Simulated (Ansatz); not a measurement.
The same molecule with X = F, Cl, Br. Ansatz, PBE0-D4/def2-TZVP geometries, multiplicity 1. Each molecule was computed in one conformer, which needn't be the lowest.

Elements past krypton have def2 core potentials. Scalar relativity is left out up to krypton.

| X | molecule | mean X–Cd bond length / Å | HOMO energy (PBE/def2-TZVPP) / eV | HOMO energy (B3LYP/def2-TZVPP) / eV | HOMO–LUMO gap (PBE/def2-TZVPP) / eV |
| --- | --- | --- | --- | --- | --- |
| Cl | `[OH][Cd][Cl]` | 2.263 | -6.76 | -8.09 | 4.06 |
| Br | `[OH][Cd][Br]` | 2.395 | -6.69 | -7.91 | 3.94 |

Q: Give the row for X = F, `[OH][Cd][F]`. (Best estimate.)

A: Ansatz gave: 
| X | molecule | mean X–Cd bond length / Å | HOMO energy (PBE/def2-TZVPP) / eV | HOMO energy (B3LYP/def2-TZVPP) / eV | HOMO–LUMO gap (PBE/def2-TZVPP) / eV |
| --- | --- | --- | --- | --- | --- |
| F | `[OH][Cd][F]` | 1.928 | -6.83 | -8.26 | 4.05 |

From F to Br the mean X–Cd bond length rises at each step, by 0.467 Å in all; the HOMO energy (PBE/def2-TZVPP) rises at each step, by 0.14 eV in all; the HOMO energy (B3LYP/def2-TZVPP) rises at each step, by 0.35 eV in all; the HOMO–LUMO gap (PBE/def2-TZVPP) isn't monotonic: highest at Cl, lowest at Br. Bonds lengthen as the atom grows down the group.

B3LYP here is the variant with VWN-RPA as its local correlation; programs differ in this.

Spin–orbit coupling is left out; it splits and shifts lone-pair levels of the heavy atoms by tenths of an eV.
